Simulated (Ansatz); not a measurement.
`N=C(F)O[SiH3]` → `O/C(F)=N/[SiH3]`  (isomerisation)

Gas-phase electronic energies from Ansatz, PBE0-D4/def2-TZVP geometries. CCSD(T)/CBS adds triple-zeta CCSD(T) − MP2 to the extrapolated MP2 energy (def2 sets, frozen cores). DFT in def2-TZVPP. B3LYP here is the variant with VWN-RPA as its local correlation; programs differ in this. HSE06 is defined as in plane-wave codes. One conformer a species, not always the lowest.

**Question.** Is it downhill or uphill in electronic energy at CCSD(T)/CBS, and by how much? (An estimate is asked.)

**Answer.** The calculation gave: Uphill: ΔE = +3.9 kcal/mol.

**Question.** What do these levels give: B3LYP-D4, r2SCANh-D4, ωB97M-V, HSE06, MP2/def2-TZVPP, SCS-MP2/def2-QZVPP? (An estimate is asked.)

**Answer.** The calculation gave: B3LYP-D4 3.2, r2SCANh-D4 2.5, ωB97M-V 3.1, HSE06 1.9, MP2/def2-TZVPP 3.0, SCS-MP2/def2-QZVPP 3.7 kcal/mol.

**Question.** What do rigid-rotor, harmonic-oscillator terms from PBE0-D4/def2-TZVP frequencies (298.15 K, 1 bar) make of the CCSD(T)/CBS value? (Estimate.)

**Answer.** Ansatz gave: ΔZPE = +0.2 kcal/mol, ΔH = +4.1 kcal/mol, ΔS = -1 J/(mol·K), ΔG = +4.1 kcal/mol.

Largest T1 diagnostic among the species: 0.013.

From BLYP to BHLYP (50 % exact exchange), in def2-TZVPP and without D4, ΔE moves by +0.7 kcal/mol. At CCSD(T), def2-SVP lies −2.4 kcal/mol from the extrapolated value and def2-TZVPP −0.1 kcal/mol.
